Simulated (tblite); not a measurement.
Compound: C7H11P.
Z-matrix (Å and degrees, GFN2-xTB geometry), rows numbered from 1:
```
C 
C   1  1.3303
C   2  1.4219  1  122.80
C   3  1.3167  2  149.05  1  -174.37
C   4  1.4739  3  148.49  2     5.16
C   5  1.5283  4  110.50  3    -0.53
C   5  1.5309  4  109.32  3   122.58
P   4  1.8420  3   69.42  2  -177.32
H   1  1.0782  2  120.66  3    -0.06
H   1  1.0760  2  122.16  3   179.69
H   2  1.0841  1  121.33  3  -179.80
H   5  1.0980  4  107.86  3  -119.90
H   6  1.0881  5  110.28  4    60.50
H   6  1.0879  5  110.08  4  -179.63
H   6  1.0876  5  110.57  4   -59.65
H   7  1.0881  5  110.15  4    56.20
H   7  1.0873  5  110.46  4   176.44
H   7  1.0882  5  110.13  4   -63.52
H   8  1.4203  3   98.04  4    92.59
```

Computed with GFN2-xTB (tblite): harmonic, unscaled wavenumbers at the GFN2-xTB geometry, gas phase. Against measured fundamentals such values can be off by several per cent, at times by over 20. Modes of hydrogen on phosphorus can be 10 to 20 % off. One conformer, not necessarily the lowest.

Harmonic wavenumbers (cm⁻¹): 28.1, 72.9, 92.4, 157.4, 172.4, 202.3, 234.4, 267.5, 304.7, 367.0, 437.8, 511.7, 622.4, 652.1, 667.6, 700.5, 813.3, 875.0, 918.5, 936.4, 946.3, 984.1, 988.8, 1006.4, 1079.9, 1138.4, 1154.4, 1199.8, 1265.5, 1281.5, 1300.4, 1390.5, 1400.0, 1413.4, 1489.3, 1492.4, 1498.4, 1503.4, 1642.7, 1823.6, 2076.7, 2896.9, 3027.6, 3028.8, 3030.2, 3033.3, 3034.6, 3039.0, 3040.4, 3096.8, 3134.6.

A = 2480, B = 1141, C = 835.0 MHz; mass 126.060 u (most abundant isotopes); point group C1, symmetry number 1.

**Question.** What is the zero-point energy?

**Answer.** ½Σν̃ = 33736 cm⁻¹ = 403.58 kJ/mol.

**Question.** What is S at 200 K and 1 bar for an ideal gas of classical rigid rotors and harmonic oscillators?

**Answer.** Translation 160.88, rotation 117.61, vibration 87.44: S = 365.9 J/(mol K).

**Question.** And Cp and H(200 K) − H(0)?

**Answer.** Cp = 121.01 J/(mol K), of which vibrations give 87.75 (their classical limit is 51 R = 424.0); H(200 K) − H(0) = 15.85 kJ/mol without the zero-point energy, 9.20 from vibrations.

**Question.** How do the functions run with temperature in this model?

**Answer.** 
| T (K) | S (J/(mol K)) | Cp (J/(mol K)) | H − H(0) (kJ/mol) | G − H(0) (kJ/mol) | ln q(vib) |
| --- | --- | --- | --- | --- | --- |
| 100 | 296.9 | 81.8 | 5.67 | -24.02 | 2.17 |
| 300 | 422.5 | 160.9 | 29.93 | -96.81 | 7.70 |
| 500 | 522.7 | 234.7 | 69.79 | -191.54 | 12.92 |
| 800 | 650.5 | 308.7 | 152.25 | -368.15 | 20.31 |
| 1000 | 723.1 | 341.4 | 217.42 | -505.65 | 24.88 |

q(vib) and H(0) count from the zero-point level.

**Question.** Blend soft modes into free rotors: weight 1/[1 + (100 cm⁻¹/ν̃)⁴] for the oscillator and the rest for a rotor with moment μB/(μ + B), μ = h/(8π²ν), B = 10⁻⁴⁴ kg m². What vibrational entropy results?

**Answer.** 79.44 J/(mol K) in place of 87.44, which changes −T·S at 200 K by +1.60 kJ/mol.

**Question.** Which modes carry the vibrational entropy at 200 K?

**Answer.** 28.1 cm⁻¹: 21.62; 72.9 cm⁻¹: 13.78; 92.4 cm⁻¹: 11.86; 157.4 cm⁻¹: 7.71; 172.4 cm⁻¹: 7.04; 202.3 cm⁻¹: 5.89 J/(mol K); the other 45 give 19.55 together.

**Question.** What must be added to the electronic energy to get the Gibbs energy at 200 K and 1 bar?

**Answer.** ZPE + [H(200 K) − H(0)] − T·S = 403.58 + 15.85 − 73.19 = 346.24 kJ/mol.

Hindered rotation and anharmonicity are outside this model. Other conformers, if any are populated, would add a mixing term that is left out. The structure is chiral; the term R ln 2 for an equal mix with its mirror image is left out.
